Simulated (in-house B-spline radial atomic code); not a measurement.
A fraction x of an electron is moved 3p → 3d in the vanadium ion V⁴⁺, starting from [Ar] 3d1 and keeping the highest spin. Method: scalar-relativistic (X2C) BP86, spin-polarised, spherical fractional occupations, Fermi nucleus of rms radius 3.6002 fm. Calculated with an all-electron radial atomic-structure program (B-spline basis).

```csv
x,E(x) - E(0) (eV),3p down level (eV),3d up level (eV)
0,0.0000,-95.774,-55.791
0.125,4.9784,-95.689,-56.017
0.25,9.9179,-95.598,-56.239
0.375,14.8181,-95.500,-56.456
0.5,19.6788,-95.396,-56.668
0.625,?,?,?
0.75,29.2807,-95.166,-57.081
0.875,?,?,?
1,38.7206,-94.908,-57.476
```

Task: What belongs in the row x = 0.625?

Result: An energy change of 24.4998 eV; 3p down at -95.284 eV, 3d up at -56.876 eV.

Task: What belongs in the row x = 0.875?

Result: An energy change of 34.0211 eV; 3p down at -95.041 eV, 3d up at -57.281 eV.

Task: Check Janak's theorem between x = 0.125 and 0.25.

Result: The slope of the energy is 39.52 eV; the orbital levels give 39.52 eV (ε of the receiving orbital less ε of the emptying one, averaged over the two points).
